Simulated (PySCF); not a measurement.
BrHSTe. Atoms are numbered in the order given.

```xyz
4

Te    -0.4165     0.0317     0.7518
Br     1.5188     0.5571    -0.7877
S     -1.8841    -1.1716    -0.6890
H     -1.3519    -2.4023    -0.4993
```
Charge 0, spin multiplicity 1.

Geometry: PBE0-D3(BJ)/def2-SVP. The def2 effective core potentials stand for the cores of Te; spin–orbit coupling is left out. The values are those of a single conformer.

Calculation: TDDFT-LC-ωPBE/def2-SVPD (PySCF).

Vertical excitations. 

```tsv
state	energy (eV)	λ (nm)	f	main pairs
S1	2.58	481	0.001	HOMO→LUMO 96 %
S2	3.45	360	0.001	HOMO→LUMO+1 90 %
S3	4.57	271	0.007	HOMO−2→LUMO 67 %, HOMO−1→LUMO 19 %
S4	4.76	260	0.023	HOMO−1→LUMO+1 54 %, HOMO−2→LUMO 20 %, HOMO−1→LUMO 15 %
S5	5.16	240	0.005	HOMO−3→LUMO 79 %
S6	5.29	234	0.047	HOMO−1→LUMO 45 %, HOMO−1→LUMO+1 23 %, HOMO−3→LUMO 15 %
S7	6.28	197	0.043	HOMO→LUMO+2 63 %, HOMO−2→LUMO+1 11 %, HOMO→LUMO+6 10 %
S8	6.45	192	0.123	HOMO−2→LUMO+1 45 %, HOMO−4→LUMO 23 %, HOMO→LUMO+2 10 %
S9	6.70	185	0.087	HOMO−4→LUMO 60 %, HOMO−2→LUMO+1 22 %
S10	6.83	182	0.028	HOMO−1→LUMO+2 58 %, HOMO−1→LUMO+6 13 %
T1	1.89	656	0	HOMO→LUMO 95 %
T2	2.78	446	0	HOMO→LUMO+1 88 %
T3	3.96	313	0	HOMO−1→LUMO 38 %, HOMO−2→LUMO 33 %, HOMO−1→LUMO+1 19 %
T4	4.01	309	0	HOMO−2→LUMO 59 %, HOMO−1→LUMO 23 %
```
Triplets are in the Tamm–Dancoff approximation, which puts them higher than full response would, so one can lie above its singlet here.
